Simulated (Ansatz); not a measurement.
Consider the redistribution: `[MgH2]` + `CCOBCl` → `C[CH2][MgH]` + `OBCl`.

Isolated molecules relaxed with PBE0-D4/def2-TZVP in Ansatz; ΔE leaves out vibrations. CBS: MP2 limit from def2 TZ/QZ plus the TZ coupled-cluster correction, frozen cores. This one scheme is used for every species. DFT in def2-TZVPP. HSE06 is defined as in plane-wave codes. For Mg outer-core shells are correlated without core-valence functions, which leaves a few kJ/mol of doubt a bond. One conformer a species, not always the lowest.

`[MgH2]`:

Z-matrix (Å, degrees):
```
Mg
H 1 1.704
H 1 1.704 2 180.0
```

`CCOBCl`:

Z-matrix (Å, degrees):
```
C
C 1 1.508
H 1 1.092 2 110.9
H 1 1.092 2 110.0 3 -119.8
H 1 1.091 2 110.6 3 120.3
O 2 1.425 1 110.1 3 -63.5
H 2 1.093 1 110.8 3 178.7
H 2 1.095 1 111.2 3 58.3
B 6 1.333 2 121.7 1 114.3
Cl 9 1.757 6 118.4 2 -179.2
H 9 1.196 6 122.8 2 0.8
```

`C[CH2][MgH]`:

```xyz
9

C     0.764    0.608    0.664
C    -0.606    0.148    0.158
Mg   -0.603   -1.274   -1.387
H     1.357   -0.223    1.059
H     0.691    1.349    1.469
H     1.362    1.067   -0.130
H    -1.182    1.018   -0.181
H    -1.187   -0.261    0.996
H    -0.598   -2.432   -2.647
```

`OBCl`:

Cartesian coordinates in Å:
```
O -0.006 -0.359 -0.999
B 0.077 -0.237 0.332
Cl -0.187 1.321 1.122
H -0.216 0.463 -1.454
H 0.332 -1.188 0.999
```

| level | ΔE (kJ/mol) | difference from CCSD(T)/CBS |
| --- | --- | --- |
| PBE-D4 | -44.9 | 4.0 |
| PBE0-D4 | -42.6 | 6.3 |
| HSE06-D4 | -43.1 | 5.8 |
| CAM-B3LYP-D4 | -33.1 | 15.8 |
| ωB97X-V | -34.2 | 14.7 |
| ωB97M-V | -41.0 | 7.9 |
| B2PLYP | -44.3 | 4.6 |
| PBE-QIDH | -45.6 | 3.3 |
| BLYP | -45.1 | 3.8 |
| CAM-B3LYP | -35.8 | 13.1 |
| RPA@PBE/def2-TZVPP | -39.4 | 9.5 |
| HF/def2-SVP | -18.5 | 30.4 |
| SCS-MP2/def2-TZVPP | -45.2 | 3.7 |
| CCSD/def2-TZVPP | -42.8 | 6.1 |
| CCSD(T)/def2-TZVPP | -44.2 | 4.7 |
| HF/CBS(def2) | -24.2 | 24.7 |
| CCSD(T)/CBS | -48.9 | 0 |

Largest T1 diagnostic among the species: 0.012.

The D4 term adds +4.4 kJ/mol with B3LYP and +2.7 kJ/mol with PBE0; it sums over pairs of atoms, weighted by their polarisabilities, and B3LYP, whose exchange is more repulsive, gets the larger term. From BLYP to BHLYP (50 % exact exchange), in def2-TZVPP and without D4, ΔE moves by +8.8 kJ/mol. At CCSD(T), def2-SVP lies +18.3 kJ/mol from the extrapolated value and def2-TZVPP +4.7 kJ/mol.

B3LYP here is the variant with VWN-RPA as its local correlation; programs differ in this.
